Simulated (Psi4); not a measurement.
Pair of molecules: H2O (SMILES O) (first 3 atoms) with HCl (SMILES Cl); geometry from B3LYP-D3(BJ)/def2-TZVP.
(charge 0, multiplicity 1):
```xyz
5

O      0.0409     0.3323     0.2529
H      0.7941     0.8483    -0.0558
H      0.1862    -0.5672    -0.0611
Cl    -0.3128     0.4730     3.3761
H     -0.2117     0.4340     2.0764
```

All values below come from SAPT0/jun-cc-pV(D+d)Z in Psi4.

**Question.** Which attractive term is largest, and how does the interaction split up?

**Answer.** electrostatics -47.8, exchange 51.4, induction -18.7, dispersion -8.5, total -23.7 kJ/mol; the largest attraction is electrostatics.
